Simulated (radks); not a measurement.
Correlation energies from several functionals, in hartree. Species: Rb4+ [Ar] 3d10 4s2 4p3; Pb3+ [Xe] 4f14 5d10 6s1. Calculated with a radial shooting solver on a logarithmic mesh with Libxc functionals: non-relativistic Kohn-Sham, PBE, spin-polarised, spherical densities, point nucleus. Every spin shell is full or empty, so the densities are truly spherical. Functionals are evaluated on that one density, not self-consistently.

functional     Rb4+     Pb3+
PW92        -3.1305  -8.4093
PZ          -3.1246  -8.4161
Wigner      -1.7029  -4.2861
Chachiyo    -3.0851  -8.3196
PBE         -1.6466  -4.9501
LYP         -1.6388  -4.3572
P86         -1.8776  -5.5539
OP (B88)    -1.5782  -4.2827
TPSS        -1.6499  -4.9465
revTPSS     -1.6721  -4.9845
r2SCAN      -1.6646  -4.9813
B95         -2.0137  -6.1610
Tao-Mo      -1.5760  -4.8420
